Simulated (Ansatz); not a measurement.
The cluster Cs₄Cl₄⁻. Total charge -1; doublet. Geometry PBE-D4/def2-SVPD.

```xyz
8

Cs   -3.198    0.832    1.181
Cs    1.436    2.156    2.365
Cs    3.201   -0.950   -1.081
Cs   -1.439   -2.007   -2.490
Cl    1.649   -2.792   -3.332
Cl   -4.346   -1.128   -1.208
Cl   -1.649    2.780    3.342
Cl    4.346    1.109    1.223
```

In the def2 sets Cs takes a core potential; there is no spin–orbit coupling. LC-ωPBE has ω = 0.4 bohr⁻¹. At PBE-D4/def2-TZVPD, revPBE-D4/def2-TZVPD, r2SCAN-D4/def2-TZVPD the highest occupied level of the charge -1 doublet lies above zero (up to 0.26 eV). The electron is either unbound and held by the finite basis, or the level is raised by self-interaction error. Another isomer (doublet) lies 0.51 eV lower at PBE0-D4/def2-TZVPD; other spin states weren't run for this one.

**Question.** Estimate the α-spin orbital energies around the gap (eV) in Ansatz with PBE-D4/def2-TZVPD, revPBE-D4/def2-TZVPD, r2SCAN-D4/def2-TZVPD, PBE0-D4/def2-TZVPD, LC-ωPBE/def2-TZVPD.

**Answer.** 
```tsv
orbital	PBE-D4/def2-TZVPD	revPBE-D4/def2-TZVPD	r2SCAN-D4/def2-TZVPD	PBE0-D4/def2-TZVPD	LC-ωPBE/def2-TZVPD
HOMO−9	-3.07	-2.99	-3.31	-4.36	-7.11
HOMO−8	-2.92	-2.85	-3.18	-4.20	-6.94
HOMO−7	-2.89	-2.82	-3.15	-4.17	-6.90
HOMO−6	-2.89	-2.82	-3.15	-4.17	-6.90
HOMO−5	-2.86	-2.79	-3.12	-4.14	-6.87
HOMO−4	-2.84	-2.76	-3.08	-4.10	-6.80
HOMO−3	-2.79	-2.72	-3.05	-4.06	-6.74
HOMO−2	-2.79	-2.72	-3.04	-4.05	-6.74
HOMO−1	-2.79	-2.72	-3.04	-4.05	-6.74
HOMO	0.16	0.22	0.26	-0.17	-1.44
LUMO	1.11	1.15	1.30	1.50	2.23
LUMO+1	1.11	1.15	1.51	1.50	2.24
LUMO+2	1.23	1.26	1.51	1.55	2.25
LUMO+3	1.38	1.38	1.75	1.71	2.36
LUMO+4	1.44	1.42	1.79	1.74	2.39
LUMO+5	1.75	1.76	2.01	2.09	2.78
β HOMO	-2.78	-2.71	-3.04	-4.05	-6.74
β LUMO	0.50	0.52	0.97	1.08	2.19
```
